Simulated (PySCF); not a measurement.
# Bond curve of TlBr

Set-up: PySCF, scalar-relativistic core potentials, basis sets Tl cc-pVTZ-PP with ECP60, Br cc-pVTZ-PP with ECP10. Energies in eV from Tl + Br in their ground configurations at the same level. State: ¹Σ⁺ (singlet), closed shell.

All columns are PBE0. A positive dipole means Tl(−)Br(+).

```json
{"R (Å)": "2.282", "E (eV)": "-3.163", "μ (D)": "-1.84", "Mulliken charge on Tl (basis-dependent)": "0.20", "HOMO (eV)": "-6.87", "LUMO (eV)": "-1.39", "Mayer bond order": "1.25", "⟨S²⟩": "0.00"}
{"R (Å)": "2.388", "E (eV)": "-3.637", "μ (D)": "-2.61", "Mulliken charge on Tl (basis-dependent)": "0.28", "HOMO (eV)": "-7.03", "LUMO (eV)": "-1.51", "Mayer bond order": "1.15", "⟨S²⟩": "0.00"}
{"R (Å)": "2.494", "E (eV)": "-3.890", "μ (D)": "-3.38", "Mulliken charge on Tl (basis-dependent)": "0.36", "HOMO (eV)": "-7.14", "LUMO (eV)": "-1.64", "Mayer bond order": "1.05", "⟨S²⟩": "0.00"}
{"R (Å)": "2.573", "E (eV)": "-3.977", "μ (D)": "-3.95", "Mulliken charge on Tl (basis-dependent)": "0.40", "HOMO (eV)": "-7.18", "LUMO (eV)": "-1.74", "Mayer bond order": "0.99", "⟨S²⟩": "0.00"}
{"R (Å)": "2.653", "E (eV)": "-4.001", "μ (D)": "-4.51", "Mulliken charge on Tl (basis-dependent)": "0.44", "HOMO (eV)": "-7.19", "LUMO (eV)": "-1.83", "Mayer bond order": "0.94", "⟨S²⟩": "0.00"}
{"R (Å)": "2.733", "E (eV)": "-3.977", "μ (D)": "-5.06", "Mulliken charge on Tl (basis-dependent)": "0.48", "HOMO (eV)": "-7.17", "LUMO (eV)": "-1.93", "Mayer bond order": "0.90", "⟨S²⟩": "0.00"}
{"R (Å)": "2.839", "E (eV)": "-3.893", "μ (D)": "-5.78", "Mulliken charge on Tl (basis-dependent)": "0.51", "HOMO (eV)": "-6.97", "LUMO (eV)": "-2.05", "Mayer bond order": "0.85", "⟨S²⟩": "0.00"}
{"R (Å)": "2.971", "E (eV)": "-3.732", "μ (D)": "-6.65", "Mulliken charge on Tl (basis-dependent)": "0.55", "HOMO (eV)": "-6.72", "LUMO (eV)": "-2.21", "Mayer bond order": "0.80", "⟨S²⟩": "0.00"}
{"R (Å)": "3.131", "E (eV)": "-3.495", "μ (D)": "-7.65", "Mulliken charge on Tl (basis-dependent)": "0.58", "HOMO (eV)": "-6.45", "LUMO (eV)": "-2.38", "Mayer bond order": "0.75", "⟨S²⟩": "0.00"}
{"R (Å)": "3.343", "E (eV)": "-3.151", "μ (D)": "-8.92", "Mulliken charge on Tl (basis-dependent)": "0.61", "HOMO (eV)": "-6.14", "LUMO (eV)": "-2.61", "Mayer bond order": "0.70", "⟨S²⟩": "0.00"}
```

A fit through these points gives, at Re = 2.649 Å, μ = -4.48 D and dμ/dR = -6.98 D/Å; the reduced mass is 56.98 u.

Q: How strong is the fundamental in the double-harmonic approximation, I = 42.26·(dμ/dR)²/μred km/mol?

A: I = 42.26·(-6.98)²/56.98 = 36.1 km/mol at PBE0.

Spin–orbit coupling is left out, which matters for elements this heavy, above all for dissociation energies.
